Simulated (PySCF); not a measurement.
Gas-phase reaction: 4 SiHI3 ⇌ 3 SiI4 + 2 H + SiH2

Method: PySCF energies plus ideal-gas RRHO corrections (1 bar). † marks an energy on the PBE0/def2-TZVP geometry and frequencies; other levels use their own. MP2 freezes the core. Open shells (unrestricted): H (multiplicity 2); the rest are closed-shell singlets. I: scalar-relativistic def2 core potential, no spin-orbit coupling. MP2 isn't extrapolated to the basis-set limit; its ΔH°(298 K) is 638.2 kJ in def2-SVP and 649.8 kJ in def2-TZVPP. The harmonic model lacks anharmonicity and excited electronic states, which grow with temperature; levels with a mode under 35 cm⁻¹ are left out. Soft modes under 120 cm⁻¹ make the harmonic entropy rough for SiHI3, SiI4.

```
level               ΔE electronic, kJ  ΔH°(298 K), kJ  ΔS°(298 K), J/K  ΔG°(2500 K), kJ
------------------  -----------------  --------------  ---------------  ---------------
BLYP/def2-TZVP†                   721             680              177              183
MP2/def2-SVP†                     679             638              177              141
MP2/def2-TZVPP†                   691             650              177              153
PBE/def2-SVP                      705             667              177              173
PBE0/def2-TZVP                    726             685              177              188
ωB97X-V/def2-TZVP†                734             694              177              196
```
ΔH° is lowest at MP2/def2-SVP† and highest at ωB97X-V/def2-TZVP†. No reference value is set beside these.
